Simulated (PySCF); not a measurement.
Löwdin shares of the frontier orbitals

Species: C4H13BSi2.
Z-matrix (Å and degrees, PBE0-D3(BJ)/def2-SVP geometry), rows numbered from 1:
```
C 
B   1  1.5679
C   2  1.5656  1  120.52
Si  2  2.0323  1  118.64  3  -178.43
C   4  1.9263  2  110.36  1    63.90
Si  5  1.9007  4   87.25  2  -101.26
C   6  1.8997  5   91.52  4   -14.37
H   1  1.1006  2  115.48  3  -148.82
H   1  1.1102  2  104.41  3    95.92
H   1  1.1018  2  114.38  3   -19.79
H   3  1.1001  2  115.73  1  -152.56
H   3  1.1109  2  103.49  1    92.45
H   3  1.1020  2  114.57  1   -22.61
H   4  1.5026  2  114.01  1  -167.89
H   5  1.0993  4  118.77  2    19.96
H   5  1.1025  4  111.17  2   146.56
H   6  1.4975  5  111.85  4   100.17
H   6  1.4982  5  116.19  4  -134.88
H   7  1.0995  4  118.12  2   -22.72
H   7  1.1024  4  111.94  2  -149.63
```

The calculation used TDDFT B3LYP/def2-SVPD, vertical, gas phase, core orbitals frozen in the response in PySCF.

Kohn–Sham orbitals with the atoms that hold most of them (Löwdin shares over 4%, at most four atoms; ? is withheld):

```json
{"orbital": "HOMO-3", "ε (eV)": "-8.40", "atoms": "C7 29%, C5 28%, Si6 14%, Si4 7%"}
{"orbital": "HOMO-2", "ε (eV)": "-8.05", "atoms": "C5 28%, C7 23%, Si4 18%, Si6 13%"}
{"orbital": "HOMO-1", "ε (eV)": "-7.68", "atoms": "Si4 23%, H14 19%, C7 11%, B2 11%"}
{"orbital": "HOMO", "ε (eV)": "-6.82", "atoms": "?"}
{"orbital": "LUMO", "ε (eV)": "-1.53", "atoms": "?"}
{"orbital": "LUMO+1", "ε (eV)": "0.09", "atoms": "B2 30%, C1 8%, C3 7%, Si6 7%"}
{"orbital": "LUMO+2", "ε (eV)": "0.25", "atoms": "Si6 19%, Si4 11%, C7 11%, C5 9%"}
```

Q: Give the leading atoms of the HOMO.

A: Si4 (bonded to B, 2 C and H) 20%; B2 (bonded to 2 C and Si) 18%; C5 (bonded to 2 Si and 2 H) 14%; C7 (bonded to 2 Si and 2 H) 14%. By element: carbon 28% or more, silicon 20% or more, boron 18%.

Q: Give the leading atoms of the LUMO.

A: B2 (bonded to 2 C and Si) 41%; Si4 (bonded to B, 2 C and H) 13%; C3 (bonded to B and 3 H) 11%; C1 (bonded to B and 3 H) 10%. By element: boron 41%, carbon 20% or more, silicon 13% or more.

Q: How does S1 compare with the orbital gap of 5.29 eV?

A: S1 is at 4.20 eV (f = 0.0060), 1.09 eV below the gap, made of HOMO→LUMO (96%). 

Q: Give energy, strength and leading configuration of S1, S2, S3 and S6, and follow the Löwdin shares of the leading atoms from the occupied to the empty orbital.

A: 
- S1 (4.20 eV, f 0.0060), HOMO→LUMO (96%): Si4 20% → 13%, B2 18% → 41%
- S2 (5.11 eV, f 0.0008), HOMO-1→LUMO (95%): Si4 23% → 13%, H14 19% → at most 10%, B2 11% → 41%
- S3 (5.75 eV, f 0.109), HOMO-2→LUMO (90%): C5 28% → at most 10%, C7 23% → at most 10%, B2 at most 13% → 41%, Si4 18% → 13%
- S6 (6.12 eV, f 0.0055), HOMO→LUMO+1 (79%): Si4 20% → at most 7%, B2 18% → 30%, C1 at most 14% → 8%

Löwdin shares depend on the basis, the more so with diffuse functions.

One conformer stands for the species.
